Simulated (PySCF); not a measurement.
C3H9ClSi, SMILES C[C@H](Cl)C[SiH3].

The structure is a stationary point at B3LYP-D3(BJ)/def2-SVP. The structure was generated by enumeration; whether it is a known compound was not checked. Other conformers were not sampled.

Calculation: PySCF with M06-2X/def2-TZVP.

Gas-phase values at a fixed geometry.

Question: Estimate the frontier levels, gap, dipole moment and polarisability. (The exact figures need the calculation; the answer reports its results.)

Answer: 
The highest occupied level comes out as -9.50 eV, the lowest empty level is 1.10 eV and the orbital gap comes out as 10.60 eV. The dipole moment is 1.79 D, the quadrupole, principal values (traceless, Buckingham form, about the centre of nuclear charge) is -7.24, 3.01, 4.23 D·Å and the mean static polarisability comes out as 76.7 bohr³ (11.36 Å³). The polarisability, principal values is 63.8, 71.6, 94.6 bohr³.
